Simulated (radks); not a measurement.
Problem. Isoelectronic series with 13 electrons, each ion in its NIST ground configuration. Calculated with a radial shooting solver on a logarithmic mesh with Libxc functionals: Dirac Kohn-Sham, PBE, spin-unpolarised, spherical densities, finite nucleus; open shells fill j = l - 1/2 first; Fermi nuclear charge, rms radius of each element as measured or else 0.836 A^(1/3) + 0.57 fm. Total energies (hartree) and mean radii <r> (bohr) (* marks an orbital that is empty in some or all of the ions):

ion,configuration,E (hartree),3p3/2*,3p1/2,3s1/2
Al,[Ne] 3s2 3p1,-242.68517,3.452,3.443,2.543
P2+,[Ne] 3s2 3p1,-340.84324,1.973,1.968,1.744
Cl4+,[Ne] 3s2 3p1,-456.66658,1.448,1.443,1.352
K6+,[Ne] 3s2 3p1,-590.17091,1.156,1.152,1.111
Sc8+,[Ne] 3s2 3p1,-741.41633,0.9662,0.9618,0.9460
V10+,[Ne] 3s2 3p1,-910.48525,0.8317,0.8271,0.8245
Mn12+,[Ne] 3s2 3p1,-1097.47613,0.7308,0.7261,0.7311
Co14+,[Ne] 3s2 3p1,-1302.50182,0.6522,0.6473,0.6568
Cu16+,[Ne] 3s2 3p1,-1525.68850,0.5890,0.5839,0.5962
Ga18+,[Ne] 3s2 3p1,-1767.17571,0.5371,0.5318,0.5457
As20+,[Ne] 3s2 3p1,-2027.11681,0.4936,0.4881,0.5031
Br22+,[Ne] 3s2 3p1,-2305.67924,0.4567,0.4510,0.4665
Nb28+,[Ne] 3s2 3p1,-3254.98754,0.3729,0.3665,0.3822
Tc30+,[Ne] 3s2 3p1,-3610.00593,0.3513,0.3447,0.3603
Rh32+,[Ne] 3s2 3p1,-3984.71243,0.3321,0.3252,0.3406

Estimate the row of Rb24+ ([Ne] 3s2 3p1).

Solution. E (hartree) -2603.04486; 3p3/2* 0.4249; 3p1/2 0.4189; 3s1/2 0.4347.
